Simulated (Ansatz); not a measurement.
`[BH2][SnH2][NH2]` + CH₃OH → `C[O][SnH2][NH2]` + BH₃ at 600 K and 1 bar (cleavage of the Sn–B bond).

Calculated with Ansatz (gas phase, PBE0-D4/def2-TZVP geometries, no zero-point term in ΔE). CBS: MP2 limit from def2 TZ/QZ plus the TZ coupled-cluster correction, frozen cores. This one scheme is used for every species. Elements past krypton have def2 core potentials. For Sn outer-core shells are correlated without core-valence functions, which leaves a few kJ/mol of doubt a bond. One conformer a species, not always the lowest.

```tsv
species	CCSD(T)/CBS energy (Eh)	H − E (kJ/mol)	S (J/(mol·K))
`[BH2][SnH2][NH2]`	-297.08243	209.7	419.0
CH₃OH	-115.61712	163.6	277.3
`C[O][SnH2][NH2]`	-386.16145	275.1	456.5
BH₃	-26.55200	91.5	217.3
```

H − E and S are ideal-gas, rigid-rotor, harmonic terms from PBE0-D4/def2-TZVP, for one conformer and one mirror image of each species. 1 Eh = 2625.50 kJ/mol, R = 8.31446 J/(mol·K).

Q: By hand: ΔE, ΔH, ΔS and ΔG.

A: ΔE = (-386.16145) + (-26.55200) − (-297.08243) − (-115.61712) = -0.01390 Eh = -36.5 kJ/mol. Δ(H − E) = 275.1 + 91.5 − 209.7 − 163.6 = -6.7, so ΔH = -43.2 kJ/mol. ΔS = 456.5 + 217.3 − 419.0 − 277.3 = -22.5 J/(mol·K). ΔG = -43.2 − 600 × (-22.5)/1000 = -29.7 kJ/mol.

Q: By hand: the equilibrium constant, and the temperature at which ΔG would vanish if ΔH and ΔS stayed fixed.

A: log₁₀ K = −ΔG/(RT ln 10) = 2.6. ΔG = 0 at ΔH/ΔS = 1920 K.

ΔH outweighs TΔS. A doubt of 5 kJ/mol in ΔE shifts log₁₀ K by 0.4 here. Other conformers and mirror images would add mixing entropy, several J/(mol·K) or more a flexible species. These are equilibria of isolated gas molecules and say nothing of rates. Largest T1 diagnostic: 0.013 (customary marks: 0.02 for closed shells, 0.045 for open ones).
